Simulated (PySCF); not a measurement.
# How the method changes the shape and vibrations of AlBClFH

All numbers below are calculated, not measured. They come from PySCF 2.14.0, an open-source quantum chemistry program, on an isolated molecule that a program drew, which may never have been made. The molecule is AlBClFH (charge 0, doublet), drawn as the SMILES string `F[B][AlH][Cl]`.

The geometry was optimised and harmonic frequencies were computed with HF and MP2, all in the cc-pV(D+d)Z basis, for the commonest isotopes, with a restricted reference for singlets and an unrestricted one otherwise, and a frozen core in MP2. Each result is a local minimum of its method.

Geometry at the HF minimum:
```xyz
5
AlBClFH, angstrom
F    -2.4140    0.2585   -0.8337
B    -1.1531   -0.0221   -0.8576
Al    0.6445   -0.9550   -0.6162
Cl    1.3290   -2.1059   -2.2594
H     1.5945   -0.6214    0.5807
```

Lengths of the bonds as drawn, in Å (atoms numbered as above):
| bond | HF | MP2 |
|---|---|---|
| F1-B2 | 1.292 | 1.302 |
| B2-Al3 | 2.040 | 2.026 |
| Al3-Cl4 | 2.120 | 2.116 |
| Al3-H5 | 1.564 | 1.565 |

Rotational constants, in GHz:
```
constant     HF    MP2
       A     13  12.95
       B  1.684  1.681
       C  1.495  1.487
```

Harmonic frequencies in cm^-1, each column in rising order, so a row needn't be the same motion in every method:
```
rank    HF   MP2
   1    89    95
   2   101    99
   3   323   348
   4   404   377
   5   472     ?
   6   546   548
   7   669   647
   8  1453  1443
   9  2052  2026
```

**Estimate the missing MP2 frequency from the HF column.**

A single factor s that minimises the squared misfit of MP2 against s times HF over the other rows is sum(HF x MP2) / sum(HF^2) = 0.9886, with an rms misfit of 15 cm^-1. For rank 5 it gives 0.9886 x 472 = 467 cm^-1. The calculation gives 466 cm^-1, 1 cm^-1 below the estimate. The drawn bonds are on average as long in MP2 as in HF.
